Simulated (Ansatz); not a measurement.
cyclo-(Cl2SnO)3 (Sn3Cl6O3). Charge 0, multiplicity 1. Geometry PBE-D4/def2-SVP.

```xyz
12

Sn    1.825    0.069    0.968
Cl    3.607    1.426    0.297
Cl    2.402   -1.176    2.860
O     0.276    1.232    1.423
Sn   -1.522    1.276    0.572
Cl   -3.128    0.811    2.206
Cl   -1.865    3.400   -0.341
O    -1.685   -0.075   -0.879
Sn   -0.306   -1.352   -1.533
Cl    0.129   -0.893   -3.784
Cl   -1.124   -3.526   -1.277
O     1.393   -1.192   -0.510
```

In the def2 sets Sn takes a core potential; there is no spin–orbit coupling.

Q: Estimate the orbital energies around the gap (eV) in Ansatz with PBE-D4/def2-SVP, PBE-D4/def2-TZVP, r2SCAN-D4/def2-TZVP, PBE0-D4/def2-SVP, PBE0-D4/def2-TZVP.

A: 
| orbital | PBE-D4/def2-SVP | PBE-D4/def2-TZVP | r2SCAN-D4/def2-TZVP | PBE0-D4/def2-SVP | PBE0-D4/def2-TZVP |
| --- | --- | --- | --- | --- | --- |
| HOMO−5 | -8.26 | -8.46 | -8.86 | -9.81 | -9.92 |
| HOMO−4 | -8.20 | -8.40 | -8.80 | -9.74 | -9.86 |
| HOMO−3 | -8.20 | -8.40 | -8.80 | -9.74 | -9.86 |
| HOMO−2 | -8.03 | -8.24 | -8.66 | -9.63 | -9.78 |
| HOMO−1 | -7.97 | -8.18 | -8.62 | -9.62 | -9.76 |
| HOMO | -7.97 | -8.18 | -8.62 | -9.62 | -9.76 |
| LUMO | -4.87 | -5.00 | -4.91 | -4.17 | -4.23 |
| LUMO+1 | -3.76 | -3.91 | -3.74 | -2.91 | -2.99 |
| LUMO+2 | -3.76 | -3.91 | -3.74 | -2.91 | -2.99 |
| LUMO+3 | -1.38 | -1.55 | -1.37 | -0.63 | -0.74 |
| LUMO+4 | -0.80 | -1.05 | -0.83 | 0.01 | -0.31 |
| LUMO+5 | -0.80 | -1.05 | -0.76 | 0.01 | -0.20 |
